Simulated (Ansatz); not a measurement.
Consider the ligand exchange at the Sn–N bond: `C=[N][SnH]([CH3])[OH]` + H₂S → `[CH3][SnH]([OH])[SH]` + `C=N`.

Computed with Ansatz on PBE0-D4/def2-TZVP structures; ΔE is electronic, products minus reactants. CCSD(T)/CBS is the MP2 limit (def2-TZVPP, def2-QZVPP) plus CCSD(T) − MP2 in def2-TZVPP, frozen cores. This one scheme is used for every species. Functionals use def2-TZVPP. B3LYP here is the variant with VWN-RPA as its local correlation; programs differ in this. Elements past krypton have def2 core potentials. For Sn outer-core shells are correlated without core-valence functions, which leaves a few kJ/mol of doubt a bond. Each species was taken in one conformer, which may not be the lowest.

```
             level  ΔE (kJ/mol)  difference from CCSD(T)/CBS
         r2SCAN-D4        -72.3                         -3.0
           PBE0-D4        -75.3                         -6.0
           ωB97M-V        -70.7                         -1.4
            r2SCAN        -72.8                         -3.5
              PBE0        -76.3                         -7.0
             B3LYP        -71.3                         -2.0
    MP2/def2-TZVPP        -67.0                          2.3
SCS-MP2/def2-TZVPP        -65.9                          3.4
   CCSD/def2-TZVPP        -67.5                          1.8
CCSD(T)/def2-TZVPP        -66.1                          3.2
     HF/def2-QZVPP        -75.0                         -5.7
    MP2/def2-QZVPP        -68.7                          0.6
SCS-MP2/def2-QZVPP        -67.7                          1.6
      HF/CBS(def2)        -74.9                         -5.6
     MP2/CBS(def2)        -70.2                         -0.9
    CCSD/CBS(def2)        -70.7                         -1.4
       CCSD(T)/CBS        -69.3                            0
```

Largest T1 diagnostic among the species: 0.014.

In def2-TZVPP, CCSD(T) changes the Hartree–Fock value by +9.3 kJ/mol (the triples alone add +1.4 kJ/mol) and MP2 by +8.4 kJ/mol. From PBE to PBE0 (25 % exact exchange), in def2-TZVPP and without D4, ΔE moves by −3.2 kJ/mol.
